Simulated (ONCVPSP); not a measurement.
# What one change does to a pseudopotential (Ge (Z = 32), ONCV)

```
Element                 : germanium
Generator               : ONCVPSP 4.0.1
Type                    : optimised norm-conserving Vanderbilt (ONCV)
Functional              : LDA (Perdew-Wang 92)
Relativity              : scalar-relativistic
Frozen core             : [Ar]
Valence charge          : 14
Reference configuration : 3d10 4s2 4p2
Partial waves           : 4s: rc 1.90 bohr, ncon 3, nbas 6, qcut 2.8 1/bohr, 3 projectors, debl 1.2 Ha; 4p: rc 1.60 bohr, ncon 4, nbas 7, qcut 4.1 1/bohr, 3 projectors, debl 3.1 Ha; 3d: rc 1.30 bohr, ncon 4, nbas 9, qcut 13.7 1/bohr, 2 projectors, debl 1.8 Ha
Local potential         : polynomial inside 0.95 bohr (lpopt 4, dvloc0 4 Ha)
Core correction         : polynomial model core, fcfact 0.35
```

All-electron outer shells of the reference configuration (LDA (PZ), scalar-relativistic, ld1.x):

```json
{"shell": "3s", "level (eV)": "-167.73", "outermost node (bohr)": "0.26", "outermost maximum (bohr)": "0.54"}
{"shell": "3p", "level (eV)": "-115.38", "outermost node (bohr)": "0.23", "outermost maximum (bohr)": "0.54"}
{"shell": "3d", "level (eV)": "-29.55", "outermost node (bohr)": "–", "outermost maximum (bohr)": "0.50"}
{"shell": "4s", "level (eV)": "-11.95", "outermost node (bohr)": "0.77", "outermost maximum (bohr)": "1.73"}
{"shell": "4p", "level (eV)": "-4.05", "outermost node (bohr)": "0.82", "outermost maximum (bohr)": "2.19"}
```

Change: s: rc 1.74.

Cutoffs: the cutoffs (Ha) at which the residual kinetic energy of the hardest occupied pseudo-wave falls to 1 and 0.1 mHa per electron; they do not see the model core or the augmentation charge, which bear on the density cutoff. Errors are all-electron minus pseudo energies relative to the spin-unpolarised reference configuration.

Task: How do hardness, ghosts and transferability respond?

Result: The potential gets neither clearly harder nor softer (70 Ha and 79 Ha → 70 Ha and 79 Ha); both files keep a bound ghost (p); of the 4 tests that both files solve, the error grows in 1 and shrinks in 2 by more than 15 % and 0.3 meV (median size 7.1 → 5.0 meV).

```csv
quantity,base,changed
"cutoff, loose",70 Ha,70 Ha
"cutoff, tight",79 Ha,79 Ha
loose cutoff by channel,"s 21 Ha, p 6.5 Ha, d 70 Ha","s 26 Ha, p 6.5 Ha, d 70 Ha"
bound ghosts,p,p
GHOST(+) flags under 300 eV,s at 196.6 eV,s at 154.7 eV
"error for 3d10 4s2 4p1, meV [ΔE 7.63 eV]",-1.3,-1.5
"error for 3d10 4s2 4p0, meV [ΔE 23.34 eV]",-3.8,-5.9
"error for 3d10 4s1 4p0, meV [ΔE 58.56 eV]",-34,-24
"error for 3d10 4s1 4p3, meV [ΔE 8.05 eV]",-10,-4.1
p: phases at 1.62 bohr within 0.05 rad from the reference energy up to (Ha; the scan ends near 5),to the end of the scan,to the end of the scan
d: phases at 1.32 bohr within 0.05 rad from the reference energy up to (Ha; the scan ends near 5),to the end of the scan,to the end of the scan
"rms error of d²Exc/dni dnj with the model core, mHa",2.48,2.45
```

 A true bound ghost makes a file unfit for plane-wave use even where its test errors are small: the radial tests pick states by their node count and pass the ghost by.
